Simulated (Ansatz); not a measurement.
```xyz
11

F     0.967   -0.161    1.847
C     1.222   -0.507    0.532
C     0.393    0.382   -0.370
Si   -1.479    0.267   -0.108
Br    0.771   -0.162   -2.206
H     2.291   -0.377    0.347
H     0.957   -1.559    0.397
H     0.737    1.415   -0.298
H    -2.149    1.078   -1.152
H    -1.839    0.785    1.236
H    -1.871   -1.160   -0.226
```

Total charge 0; spin multiplicity 1.

Question: List the ωB97M-V/def2-TZVPP orbital energies in eV (Ansatz). (An estimate is asked.)

Answer: Computed: Occupied: -13157.05, -1807.16, -1709.36, -1537.58, -1537.49, -1537.49, -677.59, -284.03, -283.15, -242.20, -181.96, -181.65, -181.65, -148.27, -102.38, -102.37, -102.37, -75.32, -75.23, -75.23, -74.98, -74.98, -36.54, -26.13, -23.32, -20.58, -18.05, -17.03, -16.78, -15.89, -14.31, -12.98, -12.93, -12.18, -12.11, -12.00, -10.68, -10.28. Lowest empty: 1.36, 2.25, 2.73, 2.96, 3.27, 3.52, 3.89, 4.56.
